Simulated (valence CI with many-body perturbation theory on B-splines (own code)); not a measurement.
**Forbidden lines of Nb³⁶⁺**

Computed by relativistic CI+MBPT: three valence electrons over a frozen Dirac-Fock core [He], a basis of 11 s, 11 p, 10 d, 8 f, 5 g, 2 h functions for each j, with the one-electron correlation potential Σ1, the two-electron term Σ2, the three-electron term Σ3, Breit, model QED; selected CI, second order for the rest, scaled by the run's own slope (own B-spline code, finite nucleus).

No measured spectrum was set against this ion. As an estimate, large intervals hold to a few tenths of a per cent, small ones and those within an open d or f shell to about a per cent.

Lines 1 to 26 of 26 in falling wavelength, among levels below 4084.6 eV, chosen from the decays that carry over 1 % of a level's rate. Wavelengths and rates use the calculated energies. Electric multipoles are in the length gauge, E1 and E2 with the static RPA response of the core. Weak lines are less certain than strong ones. Lines between different terms over intervals too small for the method are left out, as are lines whose strength nearly cancels.

Levels are named by their leading jj configuration (3d3/2^4 stands for four electrons in 3d with j = 3/2), which in mixed levels can hold well under half, so a name can repeat and another be missing. Letters in brackets count levels of one name in rising energy.

```tsv
λ vac (Å)	Upper	Lower	Type	A (s⁻¹)	Branch %
159.5	(2s 2p1/2 2p3/2) J=3/2 [a]	(2s 2p1/2^2) J=1/2	M1	4.04e+06	1.3
115.2	(2s^2 2p3/2) J=3/2	(2s^2 2p1/2) J=1/2	M1	5.82e+06	99.9
4.609	(2s 2p3/2 3p3/2) J=7/2	(2s 2p3/2^2) J=3/2	E2	9.50e+08	1.0
4.529	(2s^2 3p1/2) J=1/2	(2s^2 2p3/2) J=3/2	E2	7.72e+10	7.4
4.518	(2s 2p3/2 3p3/2) J=7/2	(2s 2p3/2^2) J=5/2	E2	1.80e+10	19.8
4.492	(2s 2p1/2 3p3/2) J=5/2	(2s 2p1/2 2p3/2) J=5/2	E2	2.22e+10	1.2
4.481	(2s^2 3p3/2) J=3/2	(2s^2 2p3/2) J=3/2	E2	3.46e+10	1.3
4.458	(2s 2p3/2 3d5/2) J=9/2	(2s 2p3/2^2) J=5/2	M2	6.78e+08	29.5
4.458	(2s 2p3/2 3d5/2) J=9/2	(2s 2p3/2^2) J=5/2	E3	2.36e+07	1.0
4.352	(2s 2p3/2 3p3/2) J=7/2	(2s 2p1/2 2p3/2) J=5/2	E2	2.81e+10	30.9
4.341	(2p1/2 2p3/2 3d3/2) J=7/2	(2s 2p3/2^2) J=3/2	E2	5.94e+09	1.7
4.335	(2s 2p1/2 3p3/2) J=5/2	(2s 2p1/2^2) J=1/2	E2	4.23e+10	2.2
4.319	(2s 2p3/2 3p3/2) J=7/2	(2s 2p1/2 2p3/2) J=3/2 [a]	E2	3.15e+10	34.6
4.313	(2s^2 3p3/2) J=3/2	(2s^2 2p1/2) J=1/2	E2	3.77e+10	1.5
4.297	(2s 2p3/2 3d5/2) J=9/2	(2s 2p1/2 2p3/2) J=5/2	M2	5.37e+07	2.3
4.297	(2s 2p3/2 3d5/2) J=9/2	(2s 2p1/2 2p3/2) J=5/2	E3	3.77e+07	1.6
4.264	(2s 2p3/2 3d5/2) J=9/2	(2s 2p1/2 2p3/2) J=3/2 [a]	E3	5.21e+07	2.3
4.260	(2p1/2 2p3/2 3d3/2) J=7/2	(2s 2p3/2^2) J=5/2	E2	4.87e+09	1.4
4.165	(2p1/2 2p3/2 3d3/2) J=7/2	(2s 2p1/2 2p3/2) J=3/2 [b]	E2	4.84e+10	14.0
4.113	(2p1/2 2p3/2 3d3/2) J=7/2	(2s 2p1/2 2p3/2) J=5/2	E2	1.26e+11	36.3
4.103	(2p3/2^2 3d5/2) J=7/2	(2s 2p3/2^2) J=5/2	E2	1.42e+11	2.4
4.101	(2p1/2 2p3/2 3d5/2) J=9/2	(2s 2p1/2 2p3/2) J=5/2	E2	2.01e+11	79.5
4.100	(2p3/2^2 3d5/2) J=9/2	(2s 2p3/2^2) J=5/2	E2	2.01e+11	66.5
4.088	(2p1/2 2p3/2 3d5/2) J=7/2 [a]	(2s 2p1/2 2p3/2) J=3/2 [a]	E2	1.91e+11	4.5
4.082	(2p1/2 2p3/2 3d3/2) J=7/2	(2s 2p1/2 2p3/2) J=3/2 [a]	E2	8.44e+09	2.4
3.963	(2p3/2^2 3d5/2) J=9/2	(2s 2p1/2 2p3/2) J=5/2	E2	3.62e+09	1.2
```
